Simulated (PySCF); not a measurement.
H3BS3 (SMILES SB(S)S), singlet, geometry from GFN2-xTB; CISD/def2-SVP (PySCF).

The PySCF input:
```python
from pyscf import gto, scf, ci

mol = gto.Mole()
mol.atom = '''
    B    -0.012897    0.011256   -0.007962
    S    -1.698888   -0.620320    0.047486
    H    -1.435948   -1.757099    0.682778
    S     0.236887    1.612180   -0.801948
    H     1.554837    1.712903   -0.640432
    S     1.312210   -0.981377    0.724672
    H     2.342249   -0.179811    0.474090
'''
mol.basis = 'def2-svp'
mol.charge = 0
mol.spin = 0
mol.verbose = 4
mol.max_memory = 1800
mol.build()

mf = scf.RHF(mol)
mf.kernel()

myci = ci.CISD(mf, frozen=16)
myci.kernel()
print('E(CISD) = %.10f' % myci.e_tot)
```

Problem. What does PySCF print? Leave out banner, timings and long lists.

Solution. 
```
PySCF version 2.14.0

[INPUT] verbose = 4
[INPUT] num. atoms = 7
[INPUT] num. electrons = 56
[INPUT] charge = 0
[INPUT] spin (= nelec alpha-beta = 2S) = 0
[INPUT] symmetry False subgroup None
[INPUT] Mole.unit = angstrom
[INPUT] Symbol           X                Y                Z      unit          X                Y                Z       unit  Magmom
[INPUT]  1 B     -0.012897000000   0.011256000000  -0.007962000000 AA   -0.024371797829   0.021270757258  -0.015045999404 Bohr   0.0
[INPUT]  2 S     -1.698888000000  -0.620320000000   0.047486000000 AA   -3.210433036310  -1.172234909590   0.089735534751 Bohr   0.0
[INPUT]  3 H     -1.435948000000  -1.757099000000   0.682778000000 AA   -2.713548449117  -3.320435883747   1.290263423878 Bohr   0.0
[INPUT]  4 S      0.236887000000   1.612180000000  -0.801948000000 AA    0.447651552470   3.046578663501  -1.515462086143 Bohr   0.0
[INPUT]  5 H      1.554837000000   1.712903000000  -0.640432000000 AA    2.938216098340   3.236917547946  -1.210241081407 Bohr   0.0
[INPUT]  6 S      1.312210000000  -0.981377000000   0.724672000000 AA    2.479717517916  -1.854533754947   1.369431610141 Bohr   0.0
[INPUT]  7 H      2.342249000000  -0.179811000000   0.474090000000 AA    4.426209125536  -0.339793544184   0.895900258395 Bohr   0.0

nuclear repulsion = 238.067224329308
number of shells = 39
number of NR pGTOs = 153
number of NR cGTOs = 83
basis = def2-svp
ecp = {}

******** <class 'pyscf.scf.hf.RHF'> ********
method = RHF
initial guess = minao
damping factor = 0
level_shift factor = 0
DIIS = <class 'pyscf.scf.diis.CDIIS'>
diis_start_cycle = 1
diis_space = 8
diis_damp = 0
SCF conv_tol = 1e-09
SCF conv_tol_grad = None
SCF max_cycles = 50
direct_scf = True
direct_scf_tol = 1e-13
Set gradient conv threshold to 3.16228e-05
Initial guess from minao.
init E= -1219.18119201699
  HOMO = -0.30671962525261  LUMO = 0.0546502585421269  gap/eV = 9.83338
cycle= 1 E= -1218.64630085763  delta_E= 0.535  |g|= 0.405  |ddm|= 2.62
  HOMO = -0.374841182304593  LUMO = 0.0839791274600636  gap/eV = 12.48514
cycle= 2 E= -1218.706697796  delta_E= -0.0604  |g|= 0.18  |ddm|= 0.633
  HOMO = -0.371715904301594  LUMO = 0.114779370495836  gap/eV = 13.23821
cycle= 3 E= -1218.7171544068  delta_E= -0.0105  |g|= 0.0508  |ddm|= 0.274
  HOMO = -0.375343386742393  LUMO = 0.118088360325846  gap/eV = 13.42696
cycle= 4 E= -1218.71846076552  delta_E= -0.00131  |g|= 0.0131  |ddm|= 0.0906
  HOMO = -0.373938242235214  LUMO = 0.118224304328958  gap/eV = 13.39243
cycle= 5 E= -1218.71855015915  delta_E= -8.94e-05  |g|= 0.00291  |ddm|= 0.0258
  HOMO = -0.374630207350053  LUMO = 0.118050047060957  gap/eV = 13.40651
cycle= 6 E= -1218.71855612309  delta_E= -5.96e-06  |g|= 0.000744  |ddm|= 0.00759
  HOMO = -0.374581274718355  LUMO = 0.118072932066937  gap/eV = 13.40580
cycle= 7 E= -1218.71855660842  delta_E= -4.85e-07  |g|= 0.00023  |ddm|= 0.00204
  HOMO = -0.374629944866439  LUMO = 0.118080590870694  gap/eV = 13.40734
cycle= 8 E= -1218.71855665629  delta_E= -4.79e-08  |g|= 5.66e-05  |ddm|= 0.000627
  HOMO = -0.374631520680716  LUMO = 0.118078912092364  gap/eV = 13.40733
cycle= 9 E= -1218.71855665899  delta_E= -2.7e-09  |g|= 1.51e-05  |ddm|= 0.000139
  HOMO = -0.374631924738153  LUMO = 0.118079522917911  gap/eV = 13.40736
cycle= 10 E= -1218.71855665919  delta_E= -1.95e-10  |g|= 2.96e-06  |ddm|= 4.25e-05
  HOMO = -0.374632246249917  LUMO = 0.11807922510712  gap/eV = 13.40736
Extra cycle  E= -1218.71855665919  delta_E= -4.55e-12  |g|= 1.17e-06  |ddm|= 6.37e-06
converged SCF energy = -1218.71855665919

******** <class 'pyscf.ci.cisd.RCISD'> ********
CISD nocc = 12, nmo = 67
frozen orbitals 16
max_cycle = 50
direct = 0
conv_tol = 1e-09
max_cycle = 50
max_space = 12
lindep = 0
nroots = 1
Init t2, MP2 energy = -0.480467643231903
RCISD converged
E(RCISD) = -1219.168910109569  E_corr = -0.4503534503750157
E(CISD) = -1219.1689101096
```
